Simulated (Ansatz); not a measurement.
`[F][Al]([F])[Zn][O][SiH3]` + silanol → `[F][Al]([F])[O][SiH3]` + `[SiH3][O][ZnH]`  (cleavage of the Al–Zn bond)

Calculated with Ansatz (gas phase, PBE0-D4/def2-TZVP geometries, no zero-point term in ΔE). CCSD(T)/CBS adds triple-zeta CCSD(T) − MP2 to the extrapolated MP2 energy (def2 sets, frozen cores). Functionals use def2-TZVPP. B3LYP here is the variant with VWN-RPA as its local correlation; programs differ in this. HSE06 is defined as in plane-wave codes. For Zn outer-core shells are correlated without core-valence functions, which leaves a few kJ/mol of doubt a bond. Scalar relativity is left out up to krypton. Each species was taken in one conformer, which may not be the lowest.

`[F][Al]([F])[Zn][O][SiH3]`:

Cartesian coordinates in Å:
```
F -2.816 -0.801 3.254
Al -2.511 -1.191 1.687
F -3.627 -2.117 0.913
Zn -0.510 -0.429 0.561
O 0.986 0.095 -0.224
Si 1.894 0.911 -1.287
H 1.627 0.462 -2.684
H 1.620 2.376 -1.222
H 3.338 0.695 -0.997
```

`O[SiH3]`:

```xyz
6

O     0.046    1.273   -0.142
Si    0.156   -0.361    0.037
H    -0.828    1.662   -0.166
H    -0.461   -0.817    1.313
H     1.603   -0.673    0.038
H    -0.516   -1.083   -1.079
```

`[F][Al]([F])[O][SiH3]`:

```xyz
8

F    -0.925    2.858   -0.353
Al   -1.294    1.275   -0.187
F    -2.873    0.854   -0.197
O    -0.106    0.134   -0.014
Si    1.037   -1.016    0.150
H     2.242   -0.639   -0.632
H     0.518   -2.316   -0.349
H     1.402   -1.150    1.583
```

`[SiH3][O][ZnH]`:

```xyz
7

Si   -0.027   -0.620   -0.968
O     0.469    0.268    0.289
Zn    0.163    1.160    1.779
H    -0.853   -1.783   -0.529
H     1.150   -1.145   -1.714
H    -0.854    0.185   -1.913
H    -0.048    1.934    3.056
```

```json
{"level": "LDA (SPW92)", "ΔE (kcal/mol)": "-21.0", "difference from CCSD(T)/CBS": "3.7"}
{"level": "PBE-D4", "ΔE (kcal/mol)": "-19.9", "difference from CCSD(T)/CBS": "4.8"}
{"level": "revPBE-D4", "ΔE (kcal/mol)": "-20.8", "difference from CCSD(T)/CBS": "3.9"}
{"level": "BLYP-D4", "ΔE (kcal/mol)": "-23.7", "difference from CCSD(T)/CBS": "1.0"}
{"level": "r2SCAN-D4", "ΔE (kcal/mol)": "-25.3", "difference from CCSD(T)/CBS": "-0.6"}
{"level": "B3LYP-D4", "ΔE (kcal/mol)": "-24.9", "difference from CCSD(T)/CBS": "-0.2"}
{"level": "r2SCANh-D4", "ΔE (kcal/mol)": "-25.5", "difference from CCSD(T)/CBS": "-0.8"}
{"level": "r2SCAN0-D4", "ΔE (kcal/mol)": "-25.8", "difference from CCSD(T)/CBS": "-1.1"}
{"level": "HSE06-D4", "ΔE (kcal/mol)": "-21.8", "difference from CCSD(T)/CBS": "2.9"}
{"level": "BHLYP-D4", "ΔE (kcal/mol)": "-27.0", "difference from CCSD(T)/CBS": "-2.3"}
{"level": "CAM-B3LYP-D4", "ΔE (kcal/mol)": "-26.3", "difference from CCSD(T)/CBS": "-1.6"}
{"level": "ωB97X-V", "ΔE (kcal/mol)": "-24.5", "difference from CCSD(T)/CBS": "0.2"}
{"level": "ωB97M-V", "ΔE (kcal/mol)": "-24.3", "difference from CCSD(T)/CBS": "0.4"}
{"level": "B2PLYP", "ΔE (kcal/mol)": "-25.5", "difference from CCSD(T)/CBS": "-0.8"}
{"level": "PBE-QIDH", "ΔE (kcal/mol)": "-24.9", "difference from CCSD(T)/CBS": "-0.2"}
{"level": "BLYP", "ΔE (kcal/mol)": "-22.1", "difference from CCSD(T)/CBS": "2.6"}
{"level": "r2SCAN", "ΔE (kcal/mol)": "-25.1", "difference from CCSD(T)/CBS": "-0.4"}
{"level": "PBE0", "ΔE (kcal/mol)": "-21.3", "difference from CCSD(T)/CBS": "3.4"}
{"level": "B3LYP", "ΔE (kcal/mol)": "-23.8", "difference from CCSD(T)/CBS": "0.9"}
{"level": "r2SCANh", "ΔE (kcal/mol)": "-25.4", "difference from CCSD(T)/CBS": "-0.7"}
{"level": "r2SCAN0", "ΔE (kcal/mol)": "-25.6", "difference from CCSD(T)/CBS": "-0.9"}
{"level": "HSE06", "ΔE (kcal/mol)": "-21.3", "difference from CCSD(T)/CBS": "3.4"}
{"level": "BHLYP", "ΔE (kcal/mol)": "-26.1", "difference from CCSD(T)/CBS": "-1.4"}
{"level": "CAM-B3LYP", "ΔE (kcal/mol)": "-25.7", "difference from CCSD(T)/CBS": "-1.0"}
{"level": "LC-ωPBE", "ΔE (kcal/mol)": "-24.5", "difference from CCSD(T)/CBS": "0.2"}
{"level": "RPA@PBE/def2-TZVPP", "ΔE (kcal/mol)": "-26.4", "difference from CCSD(T)/CBS": "-1.7"}
{"level": "HF/def2-SVP", "ΔE (kcal/mol)": "-29.0", "difference from CCSD(T)/CBS": "-4.3"}
{"level": "MP2/def2-SVP", "ΔE (kcal/mol)": "-28.8", "difference from CCSD(T)/CBS": "-4.1"}
{"level": "CCSD/def2-SVP", "ΔE (kcal/mol)": "-27.5", "difference from CCSD(T)/CBS": "-2.8"}
{"level": "CCSD(T)/def2-SVP", "ΔE (kcal/mol)": "-26.9", "difference from CCSD(T)/CBS": "-2.2"}
{"level": "HF/def2-TZVPP", "ΔE (kcal/mol)": "-28.6", "difference from CCSD(T)/CBS": "-3.9"}
{"level": "MP2/def2-TZVPP", "ΔE (kcal/mol)": "-27.8", "difference from CCSD(T)/CBS": "-3.1"}
{"level": "SCS-MP2/def2-TZVPP", "ΔE (kcal/mol)": "-28.0", "difference from CCSD(T)/CBS": "-3.3"}
{"level": "CCSD/def2-TZVPP", "ΔE (kcal/mol)": "-26.9", "difference from CCSD(T)/CBS": "-2.2"}
{"level": "CCSD(T)/def2-TZVPP", "ΔE (kcal/mol)": "-26.3", "difference from CCSD(T)/CBS": "-1.6"}
{"level": "HF/def2-QZVPP", "ΔE (kcal/mol)": "-28.9", "difference from CCSD(T)/CBS": "-4.2"}
{"level": "SCS-MP2/def2-QZVPP", "ΔE (kcal/mol)": "-27.3", "difference from CCSD(T)/CBS": "-2.6"}
{"level": "HF/CBS(def2)", "ΔE (kcal/mol)": "-28.9", "difference from CCSD(T)/CBS": "-4.2"}
{"level": "MP2/CBS(def2)", "ΔE (kcal/mol)": "-26.2", "difference from CCSD(T)/CBS": "-1.5"}
{"level": "CCSD/CBS(def2)", "ΔE (kcal/mol)": "-25.3", "difference from CCSD(T)/CBS": "-0.6"}
{"level": "CCSD(T)/CBS", "ΔE (kcal/mol)": "-24.7", "difference from CCSD(T)/CBS": "0"}
```

Largest T1 diagnostic among the species: 0.016.

Leaving LDA and LC-ωPBE aside and taking each functional with its dispersion term where it has one, the values spread over 7.1 kcal/mol, from BHLYP-D4 to PBE-D4. LDA lies −1.9 kcal/mol from PBE without D4. From PBE to PBE0 (25 % exact exchange), in def2-TZVPP and without D4, ΔE moves by −2.2 kcal/mol. At CCSD(T), def2-SVP lies −2.2 kcal/mol from the extrapolated value and def2-TZVPP −1.6 kcal/mol.
